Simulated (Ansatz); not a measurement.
Relaxation of Zn13H30S13 with RKS PBE-D4/def2-SVP.

```sh
$ ansatz run in.yaml --threads 11 --pin off --events-out ev --progress --plain --max-ram 174080MiB --backend cuda --devices 0, --max-vram 75GiB
```

```yaml
crystal:
  periodic: [false, false, false]
  atoms:
    - {symbol: Zn, position_ang: [-2.266700, -2.266670, -0.531650]}
    - {symbol: Zn, position_ang: [-2.572380, 0.976000, -3.533580]}
    - {symbol: Zn, position_ang: [-5.332550, 1.030360, -1.024740]}
    - {symbol: Zn, position_ang: [-2.264060, 0.535830, 2.269850]}
    - {symbol: Zn, position_ang: [-2.573720, 3.538460, -0.971090]}
    - {symbol: Zn, position_ang: [0.969450, -2.577450, -3.536200]}
    - {symbol: Zn, position_ang: [1.022440, -5.332100, -1.024970]}
    - {symbol: Zn, position_ang: [0.536400, -2.265540, 2.267260]}
    - {symbol: Zn, position_ang: [3.533490, -2.574620, -0.977980]}
    - {symbol: Zn, position_ang: [0.472770, 0.471120, -0.470120]}
    - {symbol: Zn, position_ang: [0.975710, 3.535800, 2.572940]}
    - {symbol: Zn, position_ang: [3.538770, 0.972750, 2.571800]}
    - {symbol: Zn, position_ang: [1.026520, 1.027550, 5.328180]}
    - {symbol: S, position_ang: [-3.365170, -0.601350, -2.027480]}
    - {symbol: S, position_ang: [-0.603290, -3.367000, -2.027740]}
    - {symbol: S, position_ang: [-0.761430, -0.756990, -4.825000]}
    - {symbol: S, position_ang: [-0.822930, -0.825250, 0.826010]}
    - {symbol: S, position_ang: [-0.902660, 1.943100, -1.939340]}
    - {symbol: S, position_ang: [-3.365220, 2.030340, 0.604360]}
    - {symbol: S, position_ang: [-0.600800, 2.031050, 3.365400]}
    - {symbol: S, position_ang: [-0.754560, 4.828330, 0.757380]}
    - {symbol: S, position_ang: [1.939730, -0.903490, -1.945320]}
    - {symbol: S, position_ang: [2.032560, -3.364250, 0.601820]}
    - {symbol: S, position_ang: [2.033070, -0.601430, 3.365270]}
    - {symbol: S, position_ang: [4.826100, -0.761650, 0.747100]}
    - {symbol: S, position_ang: [1.945420, 1.941190, 0.903990]}
    - {symbol: H, position_ang: [-3.261200, -3.258300, 0.091270]}
    - {symbol: H, position_ang: [-3.038010, 1.764220, -4.766300]}
    - {symbol: H, position_ang: [-6.213970, 0.140180, -0.132300]}
    - {symbol: H, position_ang: [-5.343870, 2.155190, -2.149560]}
    - {symbol: H, position_ang: [-3.257460, -0.088280, 3.260890]}
    - {symbol: H, position_ang: [-3.034810, 4.769330, -1.764970]}
    - {symbol: H, position_ang: [1.761630, -3.038780, -4.767650]}
    - {symbol: H, position_ang: [0.132450, -6.213340, -0.134460]}
    - {symbol: H, position_ang: [2.147370, -5.348310, -2.153170]}
    - {symbol: H, position_ang: [-0.084550, -3.259830, 3.258880]}
    - {symbol: H, position_ang: [4.764240, -3.040650, -1.768020]}
    - {symbol: H, position_ang: [1.765310, 4.767940, 3.036080]}
    - {symbol: H, position_ang: [4.772550, 1.760570, 3.033360]}
    - {symbol: H, position_ang: [0.138890, 0.138020, 6.213490]}
    - {symbol: H, position_ang: [2.153570, 2.153470, 5.343040]}
    - {symbol: H, position_ang: [-4.085520, -1.382500, -2.812120]}
    - {symbol: H, position_ang: [-1.386900, -4.081600, -2.814880]}
    - {symbol: H, position_ang: [-1.537610, -1.535310, -5.544860]}
    - {symbol: H, position_ang: [-0.203410, -0.200680, -5.879250]}
    - {symbol: H, position_ang: [-0.097000, 2.681000, -2.683300]}
    - {symbol: H, position_ang: [-4.079610, 2.817860, 1.387940]}
    - {symbol: H, position_ang: [-1.383310, 2.818090, 4.081360]}
    - {symbol: H, position_ang: [-1.528950, 5.555090, 1.531130]}
    - {symbol: H, position_ang: [-0.193900, 5.877570, 0.194330]}
    - {symbol: H, position_ang: [2.681950, -0.098070, -2.685240]}
    - {symbol: H, position_ang: [2.816710, -4.084980, 1.382850]}
    - {symbol: H, position_ang: [2.817710, -1.383550, 4.084360]}
    - {symbol: H, position_ang: [5.550730, -1.534410, 1.524530]}
    - {symbol: H, position_ang: [5.876250, -0.197650, 0.189010]}
    - {symbol: H, position_ang: [2.683730, 2.683660, 0.097420]}
basis:
  gaussian: {orbitals: def2-SVP, fitting: {mean_field: def2-universal-jkfit}}
hamiltonian: {xc: pbe, dispersion: d4}
scf: {lower_state_search: "off"}
output: {orbitals: {seedname: orbitals}}
relax: {f_tol: 0.03, max_steps: 70}
```

It took 2.1 min on 11 threads of AMD EPYC 7R13 on a shared host and a whole NVIDIA H100 80GB HBM3, peak host memory 1.6 GiB.

Positions (Å) and forces (eV/Å) at steps 1, 2, 3, 4 of 28:

```xyz
56
step=1 energy=-770526.9757 eV
Zn   -2.267   -2.267   -0.532    0.210    0.215    0.072
Zn   -2.572    0.976   -3.534   -0.192   -0.015    0.073
Zn   -5.333    1.030   -1.025   -0.160    0.268   -0.269
Zn   -2.264    0.536    2.270    0.214   -0.077   -0.225
Zn   -2.574    3.538   -0.971   -0.185   -0.075    0.009
Zn    0.969   -2.577   -3.536    0.000   -0.178    0.067
Zn    1.022   -5.332   -1.025    0.298   -0.156   -0.296
Zn    0.536   -2.266    2.267   -0.066    0.214   -0.219
Zn    3.533   -2.575   -0.978   -0.064   -0.186    0.004
Zn    0.473    0.471   -0.470    0.173    0.171   -0.177
Zn    0.976    3.536    2.573   -0.005   -0.072    0.185
Zn    3.539    0.973    2.572   -0.064   -0.013    0.182
Zn    1.027    1.028    5.328    0.296    0.290    0.162
S    -3.365   -0.601   -2.027    0.842    0.659    0.793
S    -0.603   -3.367   -2.028    0.650    0.840    0.800
S    -0.761   -0.757   -4.825    0.245    0.237    2.055
S    -0.823   -0.825    0.826    0.044    0.055   -0.046
S    -0.903    1.943   -1.939   -0.440   -0.897    0.900
S    -3.365    2.030    0.604    0.843   -0.790   -0.660
S    -0.601    2.031    3.365    0.656   -0.798   -0.840
S    -0.755    4.828    0.757    0.231   -2.057   -0.235
S     1.940   -0.903   -1.945   -0.899   -0.440    0.905
S     2.033   -3.364    0.602   -0.813    0.839   -0.650
S     2.033   -0.601    3.365   -0.805    0.651   -0.841
S     4.826   -0.762    0.747   -2.058    0.245   -0.225
S     1.945    1.941    0.904   -0.907   -0.898    0.436
H    -3.261   -3.258    0.091   -0.205   -0.206    0.078
H    -3.038    1.764   -4.766    0.032    0.140   -0.190
H    -6.214    0.140   -0.132   -0.049   -0.298    0.297
H    -5.344    2.155   -2.150    0.391    0.041   -0.043
H    -3.257   -0.088    3.261   -0.211   -0.081    0.211
H    -3.035    4.769   -1.765    0.031    0.190   -0.135
H     1.762   -3.039   -4.768    0.137    0.030   -0.194
H     0.132   -6.213   -0.134   -0.307   -0.056    0.311
H     2.147   -5.348   -2.153    0.028    0.393   -0.026
H    -0.085   -3.260    3.259   -0.082   -0.214    0.215
H     4.764   -3.041   -1.768    0.195    0.028   -0.146
H     1.765    4.768    3.036    0.141    0.196   -0.030
H     4.773    1.761    3.033    0.198    0.139   -0.031
H     0.139    0.138    6.213   -0.307   -0.306    0.054
H     2.154    2.153    5.343    0.028    0.030   -0.395
H    -4.086   -1.383   -2.812   -0.658   -0.594   -0.621
H    -1.387   -4.082   -2.815   -0.601   -0.660   -0.623
H    -1.538   -1.535   -5.545   -0.798   -0.795   -0.718
H    -0.203   -0.201   -5.879    0.550    0.548   -1.079
H    -0.097    2.681   -2.683    0.613    0.637   -0.639
H    -4.080    2.818    1.388   -0.657    0.623    0.599
H    -1.383    2.818    4.081   -0.598    0.624    0.660
H    -1.529    5.555    1.531   -0.792    0.725    0.793
H    -0.194    5.878    0.194    0.552    1.074   -0.554
H     2.682   -0.098   -2.685    0.639    0.612   -0.638
H     2.817   -4.085    1.383    0.625   -0.660    0.595
H     2.818   -1.384    4.084    0.622   -0.596    0.660
H     5.551   -1.534    1.525    0.724   -0.791    0.792
H     5.876   -0.198    0.189    1.076    0.551   -0.549
H     2.684    2.684    0.097    0.639    0.640   -0.614
56
step=2 energy=-770527.8606 eV
Zn   -2.267   -2.265   -0.480    0.087    0.088    0.046
Zn   -2.604    1.019   -3.525   -0.147   -0.009    0.062
Zn   -5.318    1.045   -1.039    0.049    0.119   -0.119
Zn   -2.264    0.484    2.268    0.087   -0.049   -0.094
Zn   -2.604    3.530   -1.016   -0.146   -0.063    0.005
Zn    1.014   -2.607   -3.527   -0.001   -0.144    0.059
Zn    1.038   -5.318   -1.040    0.132    0.051   -0.129
Zn    0.484   -2.266    2.267   -0.043    0.087   -0.090
Zn    3.526   -2.606   -1.021   -0.060   -0.141    0.007
Zn    0.484    0.483   -0.482    0.186    0.187   -0.189
Zn    1.020    3.528    2.604   -0.005   -0.062    0.146
Zn    3.529    1.016    2.602   -0.057   -0.003    0.149
Zn    1.043    1.043    5.315    0.131    0.129   -0.048
S    -3.301   -0.570   -1.979    0.183    0.134    0.135
S    -0.572   -3.301   -1.980    0.119    0.175    0.134
S    -0.754   -0.754   -4.709    0.106    0.111    0.885
S    -0.809   -0.810    0.811   -0.087   -0.082    0.086
S    -0.902    1.909   -1.907   -0.118   -0.219    0.223
S    -3.300    1.983    0.573    0.178   -0.131   -0.125
S    -0.570    1.983    3.301    0.126   -0.131   -0.177
S    -0.751    4.712    0.751    0.108   -0.886   -0.104
S     1.908   -0.903   -1.910   -0.220   -0.119    0.217
S     1.983   -3.300    0.570   -0.141    0.182   -0.131
S     1.983   -0.570    3.300   -0.135    0.127   -0.180
S     4.710   -0.750    0.748   -0.884    0.097   -0.114
S     1.911    1.909    0.903   -0.220   -0.217    0.116
H    -3.282   -3.279    0.109   -0.063   -0.064    0.010
H    -3.015    1.813   -4.786    0.045    0.049   -0.046
H    -6.151    0.114   -0.107    0.006   -0.031    0.030
H    -5.152    2.172   -2.167    0.218   -0.051    0.051
H    -3.279   -0.106    3.282   -0.066   -0.011    0.066
H    -3.012    4.790   -1.813    0.043    0.045   -0.049
H     1.809   -3.016   -4.788    0.051    0.042   -0.047
H     0.107   -6.150   -0.107   -0.034    0.004    0.034
H     2.165   -5.156   -2.170   -0.058    0.218    0.059
H    -0.103   -3.281    3.281   -0.012   -0.067    0.067
H     4.785   -3.019   -1.818    0.049    0.045   -0.049
H     1.814    4.789    3.014    0.050    0.048   -0.044
H     4.793    1.808    3.010    0.046    0.053   -0.041
H     0.113    0.112    6.150   -0.033   -0.032   -0.005
H     2.171    2.172    5.150   -0.059   -0.059   -0.219
H    -4.136   -1.306   -2.744   -0.176   -0.171   -0.101
H    -1.311   -4.136   -2.744   -0.164   -0.169   -0.095
H    -1.555   -1.547   -5.440   -0.312   -0.311   -0.249
H    -0.202   -0.200   -5.803    0.202    0.201   -0.423
H    -0.149    2.700   -2.699    0.259    0.181   -0.181
H    -4.133    2.748    1.311   -0.170    0.097    0.164
H    -1.306    2.749    4.135   -0.166    0.097    0.171
H    -1.542    5.449    1.547   -0.310    0.251    0.311
H    -0.192    5.802    0.193    0.203    0.421   -0.203
H     2.698   -0.152   -2.703    0.178    0.258   -0.179
H     2.749   -4.135    1.304    0.101   -0.178    0.173
H     2.749   -1.306    4.136    0.098   -0.169    0.174
H     5.445   -1.551    1.536    0.250   -0.310    0.309
H     5.801   -0.199    0.186    0.420    0.203   -0.201
H     2.702    2.699    0.151    0.178    0.179   -0.258
56
step=3 energy=-770528.1506 eV
Zn   -2.270   -2.269   -0.459    0.063    0.063    0.060
Zn   -2.625    1.027   -3.513   -0.129    0.076    0.030
Zn   -5.228    1.092   -1.086    0.071    0.050   -0.051
Zn   -2.268    0.462    2.271    0.063   -0.062   -0.068
Zn   -2.625    3.517   -1.024   -0.128   -0.031   -0.079
Zn    1.022   -2.628   -3.515    0.081   -0.126    0.029
Zn    1.084   -5.229   -1.087    0.059    0.072   -0.057
Zn    0.463   -2.270    2.270   -0.058    0.063   -0.065
Zn    3.514   -2.627   -1.029   -0.030   -0.126   -0.077
Zn    0.489    0.487   -0.488    0.171    0.172   -0.173
Zn    1.028    3.514    2.626    0.080   -0.031    0.128
Zn    3.517    1.024    2.623   -0.028    0.080    0.129
Zn    1.090    1.090    5.225    0.058    0.056   -0.070
S    -3.288   -0.581   -1.972    0.100    0.016    0.040
S    -0.585   -3.288   -1.973    0.005    0.093    0.039
S    -0.742   -0.742   -4.641    0.025    0.031    0.372
S    -0.807   -0.808    0.809   -0.108   -0.104    0.107
S    -0.901    1.904   -1.902   -0.087   -0.137    0.139
S    -3.286    1.976    0.584    0.095   -0.037   -0.009
S    -0.581    1.976    3.287    0.010   -0.035   -0.095
S    -0.738    4.644    0.738    0.027   -0.364   -0.023
S     1.902   -0.902   -1.905   -0.137   -0.088    0.135
S     1.976   -3.287    0.581   -0.044    0.099   -0.015
S     1.976   -0.582    3.287   -0.039    0.012   -0.096
S     4.642   -0.739    0.736   -0.376    0.021   -0.035
S     1.905    1.903    0.901   -0.137   -0.135    0.085
H    -3.290   -3.288    0.119   -0.040   -0.040    0.006
H    -3.011    1.828   -4.781    0.038    0.013   -0.029
H    -6.115    0.183   -0.176   -0.026    0.031   -0.031
H    -4.961    2.212   -2.207    0.212   -0.042    0.042
H    -3.287   -0.116    3.290   -0.041   -0.007    0.041
H    -3.008    4.784   -1.827    0.036    0.029   -0.014
H     1.823   -3.011   -4.783    0.015    0.036   -0.030
H     0.175   -6.114   -0.176    0.028   -0.027   -0.028
H     2.205   -4.965   -2.210   -0.046    0.211    0.046
H    -0.113   -3.290    3.289   -0.008   -0.042    0.042
H     4.780   -3.014   -1.832    0.031    0.038   -0.013
H     1.829    4.783    3.009    0.014    0.031   -0.037
H     4.788    1.822    3.005    0.029    0.016   -0.035
H     0.182    0.181    6.114    0.030    0.030    0.027
H     2.212    2.212    4.958   -0.047   -0.046   -0.213
H    -4.162   -1.308   -2.711   -0.080   -0.091   -0.023
H    -1.314   -4.161   -2.712   -0.085   -0.074   -0.018
H    -1.596   -1.590   -5.265   -0.108   -0.108   -0.059
H    -0.265   -0.264   -5.821    0.055    0.055   -0.140
H    -0.138    2.694   -2.693    0.159    0.099   -0.099
H    -4.158    2.716    1.314   -0.075    0.019    0.086
H    -1.309    2.716    4.160   -0.087    0.019    0.076
H    -1.585    5.271    1.590   -0.103    0.056    0.103
H    -0.257    5.822    0.258    0.052    0.133   -0.053
H     2.692   -0.140   -2.697    0.097    0.159   -0.098
H     2.716   -4.161    1.307    0.023   -0.081    0.093
H     2.716   -1.309    4.161    0.020   -0.090    0.078
H     5.272   -1.590    1.582    0.061   -0.109    0.110
H     5.819   -0.260    0.252    0.141    0.058   -0.055
H     2.696    2.693    0.139    0.097    0.097   -0.159
56
step=4 energy=-770528.4250 eV
Zn   -2.270   -2.267   -0.439    0.041    0.041    0.059
Zn   -2.663    1.052   -3.500   -0.118    0.107   -0.003
Zn   -5.158    1.104   -1.098    0.111   -0.029    0.029
Zn   -2.267    0.442    2.270    0.040   -0.061   -0.043
Zn   -2.662    3.504   -1.050   -0.116    0.002   -0.107
Zn    1.048   -2.665   -3.503    0.108   -0.116   -0.002
Zn    1.097   -5.159   -1.100   -0.026    0.112    0.026
Zn    0.442   -2.269    2.269   -0.059    0.041   -0.042
Zn    3.501   -2.665   -1.055    0.004   -0.117   -0.108
Zn    0.502    0.500   -0.501    0.087    0.088   -0.088
Zn    1.055    3.502    2.664    0.110    0.002    0.120
Zn    3.506    1.049    2.660    0.002    0.107    0.115
Zn    1.103    1.103    5.155   -0.027   -0.027   -0.111
S    -3.273   -0.596   -1.975   -0.029   -0.093    0.004
S    -0.600   -3.273   -1.977   -0.098   -0.033    0.002
S    -0.747   -0.745   -4.580   -0.044   -0.045   -0.077
S    -0.802   -0.803    0.804   -0.098   -0.097    0.098
S    -0.907    1.900   -1.898    0.000   -0.054    0.055
S    -3.271    1.980    0.600   -0.032   -0.002    0.097
S    -0.596    1.979    3.272   -0.097   -0.001    0.032
S    -0.741    4.582    0.743   -0.047    0.090    0.046
S     1.898   -0.908   -1.901   -0.053    0.000    0.053
S     1.978   -3.273    0.596   -0.004   -0.029    0.094
S     1.980   -0.598    3.272   -0.003   -0.096    0.032
S     4.581   -0.745    0.738    0.072   -0.040    0.044
S     1.902    1.899    0.907   -0.053   -0.053   -0.001
H    -3.297   -3.294    0.120   -0.014   -0.014    0.005
H    -2.997    1.833   -4.799    0.020   -0.005    0.002
H    -6.135    0.236   -0.229    0.010    0.112   -0.112
H    -4.766    2.212   -2.207    0.217    0.006   -0.006
H    -3.294   -0.117    3.297   -0.014   -0.005    0.014
H    -2.995    4.802   -1.832    0.019   -0.001    0.005
H     1.829   -2.998   -4.801   -0.004    0.019    0.001
H     0.229   -6.134   -0.229    0.111    0.009   -0.110
H     2.205   -4.771   -2.211    0.004    0.217   -0.004
H    -0.115   -3.296    3.296   -0.005   -0.014    0.015
H     4.798   -2.999   -1.837   -0.002    0.020    0.005
H     1.835    4.801    2.996   -0.004   -0.001   -0.020
H     4.805    1.829    2.993   -0.001   -0.004   -0.019
H     0.236    0.235    6.134    0.112    0.112   -0.010
H     2.211    2.212    4.762    0.003    0.004   -0.218
H    -4.174   -1.329   -2.686    0.022   -0.003    0.039
H    -1.335   -4.173   -2.688    0.000    0.025    0.042
H    -1.615   -1.609   -5.187    0.068    0.068    0.072
H    -0.286   -0.286   -5.788   -0.045   -0.044    0.135
H    -0.119    2.684   -2.683    0.025    0.022   -0.022
H    -4.170    2.692    1.335    0.025   -0.041    0.000
H    -1.330    2.691    4.172    0.000   -0.041   -0.025
H    -1.605    5.193    1.609    0.074   -0.077   -0.074
H    -0.279    5.789    0.280   -0.048   -0.145    0.048
H     2.681   -0.122   -2.687    0.021    0.024   -0.021
H     2.691   -4.173    1.329   -0.039    0.021    0.004
H     2.691   -1.331    4.173   -0.040   -0.002   -0.024
H     5.194   -1.608    1.602   -0.071    0.064   -0.065
H     5.786   -0.280    0.275   -0.131   -0.044    0.043
H     2.685    2.683    0.120    0.020    0.021   -0.024
```

Single mean-field runs in def2-SVP are fitted with def2-universal-jkfit.
